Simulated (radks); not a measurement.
Problem. B2+, configuration 1s1.75 2s1 3d0.25 (fractional occupations, a model configuration). All-electron calculation, scalar-relativistic Kohn-Sham, BLYP, spin-unpolarised, spherical densities, point nucleus; without spin polarisation the odd electron is poorly described. Program: a radial shooting solver on a logarithmic mesh with Libxc functionals. Some entries of the table are withheld. Estimate them.

orbital  occ.  eigenvalue (hartree)  <r^2> (bohr^2)
1s       1.75              -8.28926             (1)
2s          1                   (2)             (3)
3d       0.25                   (4)             (5)

Solution. 
(1) 1s <r^2> (bohr^2): 0.1407
(2) 2s eigenvalue (hartree): -1.26612
(3) 2s <r^2> (bohr^2): 2.893
(4) 3d eigenvalue (hartree): -0.34138
(5) 3d <r^2> (bohr^2): 16.38
